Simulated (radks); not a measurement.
These are the eigenvalues of the occupied orbitals of an atom or ion with whole-number occupations (eV). Method: non-relativistic Kohn-Sham, TPSS, spin-polarised, spherical densities, point nucleus; meta-GGA in the generalised Kohn-Sham scheme; computed with a radial shooting solver on a logarithmic mesh with Libxc functionals.

1s down: -21376.72
1s up: -21376.70
2s up: -3035.366
2s down: -3034.811
2p up: -2807.630
2p down: -2807.212
3s up: -550.5899
3s down: -550.3704
3p up: -461.1154
3p down: -460.8095
3d up: -297.4330
3d down: -296.8711
4s up: -93.3245
4s down: -90.3818
4p up: -66.7715
4p down: -63.6355
4d up: -25.5766
4d down: -22.4397

Which element is it, and in what charge state? The configuration may be excited. Open shells, if any, are filled with parallel spins first.

Answer. Z = 44, ruthenium, charge +2: Ru2+ in [Kr] 4d6. The list shows which subshells hold electrons but not how many an open one holds; the 1s level, -785.58 hartree, gives Z - s = 39.6 by -(Z - s)^2/2, which with screening narrows Z to a few neighbours, and the depths of the outer levels then fix element, charge and occupations together.
